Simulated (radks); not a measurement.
Values are calculated unless marked as measured or tabulated.
Polarisability of the chlorine ion Cl7+, [Ne], at imaginary frequency. Level of theory: non-relativistic Kohn-Sham, LB94 model potential, spin-polarised, spherical densities, point nucleus (a radial shooting solver on a logarithmic mesh with Libxc functionals). Response by self-consistent Sternheimer equations with the Hartree and adiabatic LDA kernel.

w (hartree)  alpha1(iw) (bohr^3)  alpha2(iw) (bohr^5)
0.00266                  0.05301              0.01884
0.0143                   0.05301              0.01884
0.0360                   0.05301              0.01884
0.0697                   0.05301              0.01884
0.118                    0.05300              0.01884
0.186                    0.05299              0.01883
0.280                    0.05297              0.01883
0.413                    0.05292              0.01881
0.605                    0.05283              0.01878
0.892                    0.05262              0.01872
1.35                     0.05212              0.01856
2.12                     0.05086              0.01817
3.59                     0.04730              0.01706
6.94                     0.03694              0.01372
17.5                     0.01541             0.006060

Static values: alpha1 = 0.05301 bohr^3 (0.007855 angstrom^3; uncoupled 0.05825), alpha2 = 0.01884 bohr^5, alpha3 = 0.01048 bohr^7. C6 = 0.02303, C8 = 0.04251, triple-dipole C9 = 0.0008941 atomic units. One-pole (London) frequency 4 C6 / (3 alpha1^2) = 10.928 hartree, against 12.580 for minus the highest occupied eigenvalue.
